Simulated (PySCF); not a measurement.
Functional benchmark on one molecule

Molecule: SMILES N#Cc1ccsc1, C₅H₃NS.

Geometry (Å), atoms numbered from 1 in this order:
```xyz
10

N    -3.079   -0.524    0.056
C    -1.946   -0.279    0.021
C    -0.551    0.012   -0.020
C     0.478   -0.978    0.090
C     1.725   -0.426    0.020
S     1.661    1.280   -0.176
C    -0.045    1.287   -0.170
H     0.281   -2.043    0.214
H     2.687   -0.935    0.075
H    -0.607    2.213   -0.275
```

Geometry PBE0-D3(BJ)/def2-SVP throughout; GIAO in PySCF, gas phase, one conformer, non-relativistic; equivalent atoms averaged; basis pcSseg-1.

Reference values (estimated from measurements, as parent shift plus tabulated substituent increments; solution, not stated per compound (mostly CDCl3 or CCl4); Pretsch, Buehlmann, Badertscher, Structure Determination of Organic Compounds, 4th ed. (2009)): δ(H10) = 7.83 ppm, δ(H8) = 7.16 ppm, δ(H9) = 7.35 ppm. Computed shifts are taken against TMS, calculated as an isolated molecule at each level.

How do the functionals HF, LDA, BP86, KT2, B97-D, PBE0, WP04, B97-2, wB97X-D perform against the reference? Times are CPU seconds on shared hosts with different chips, so compare them loosely; the GGAs took longer than the global hybrids here, which isn't the general rule, and the cause wasn't traced.

Results:


```csv
functional,kind,H10,H8,H9,mean abs. error H,core-s
HF,Hartree–Fock,8.10,7.42,7.35,0.18,5.3
LDA,LDA,7.53,7.33,7.12,0.23,14
BP86,GGA,7.46,7.26,7.05,0.26,17
KT2,GGA,7.37,7.18,6.95,0.29,18
B97-D,GGA,7.41,7.18,6.99,0.27,17
PBE0,global hybrid,7.68,7.36,7.22,0.16,16
WP04,global hybrid,7.48,7.06,7.01,0.26,11
B97-2,global hybrid,7.62,7.31,7.16,0.18,10
wB97X-D,range-separated hybrid,7.75,7.34,7.26,0.12,15
```

For $^{1}$H the closest is wB97X-D (0.12 ppm) and the furthest KT2 (0.29 ppm). One molecule is a small sample, and vibrational and solvent effects are absent from the calculation.
